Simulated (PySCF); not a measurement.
GaH, SMILES [GaH] (connectivity only; charge and spin as stated), neutral, multiplicity 1.

Geometry optimised at PBE0-D3(BJ)/def2-TZVPD.

These are PBE0/def2-TZVPD in PySCF values and carry that method's errors.

Isolated molecule, no solvent.

- total energy = -1925.15852 hartree
- point group = C∞v
- highest occupied level = -5.94 eV
- lowest empty level = -1.71 eV
- orbital gap = 4.23 eV
- dipole moment = 0.38 D
- quadrupole, principal values (traceless, Buckingham form, about the centre of nuclear charge) = -7.52, 3.76, 3.76 D·Å
- mean static polarisability = 41.7 bohr³ (6.18 Å³)
- polarisability, principal values = 36.9, 36.9, 51.5 bohr³
